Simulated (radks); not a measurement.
Values are calculated unless marked as measured or tabulated.
Sn, 50 electrons, occupied as [Kr] 4d10 5s2 5p1 4f1 (not the ground configuration). Code: a radial shooting solver on a logarithmic mesh with Libxc functionals. Model: scalar-relativistic Kohn-Sham, PBE, spin-polarised, spherical densities, finite nucleus; open shells are filled with parallel spins first (spin-orbit coupling, left out, can overturn this in heavy ions); Fermi nuclear charge, rms radius 4.6519 fm.

Unscreened Slater integrals over Kohn-Sham orbitals (cm^-1). They are taken over the spin-up orbitals.

\begin{tabular}{lr}
integral & value \\ \hline
F0(4f,4f) & 12079 \\
F2(4f,4f) & 7184.7 \\
F4(4f,4f) & 4954.7 \\
F6(4f,4f) & 3729.6 \\
F0(4f,5p) & 14622 \\
F2(4f,5p) & 893.35 \\
G2(4f,5p) & 78.535 \\
G4(4f,5p) & 50.208 \\
F0(4f,5s) & 14625 \\
G3(4f,5s) & 23.218 \\
F0(4f,4d) & 14628 \\
F2(4f,4d) & 139.33 \\
F4(4f,4d) & 6.9403 \\
G1(4f,4d) & 3.3470 \\
G3(4f,4d) & 1.8314 \\
G5(4f,4d) & 1.2314 \\
F0(5p,5p) & 68442 \\
F2(5p,5p) & 36569 \\
F0(5p,5s) & 75375 \\
G1(5p,5s) & 48553 \\
F0(5p,4d) & 86523 \\
F2(5p,4d) & 22207 \\
G1(5p,4d) & 7812.9 \\
G3(5p,4d) & 6734.6 \\
F0(5s,5s) & 85608 \\
F0(5s,4d) & 105120 \\
G2(5s,4d) & 14444 \\
F0(4d,4d) & 181170 \\
F2(4d,4d) & 90561 \\
F4(4d,4d) & 59490 \\
\end{tabular}

Derived for the open shells (J is the average intra-shell exchange parameter used in DFT+U). 5p: J = F2/5 = 7314 cm^-1. 4f: F4/F2 = 0.690, F6/F2 = 0.519, J = (286 F2 + 195 F4 + 250 F6)/6435 = 614.4 cm^-1.
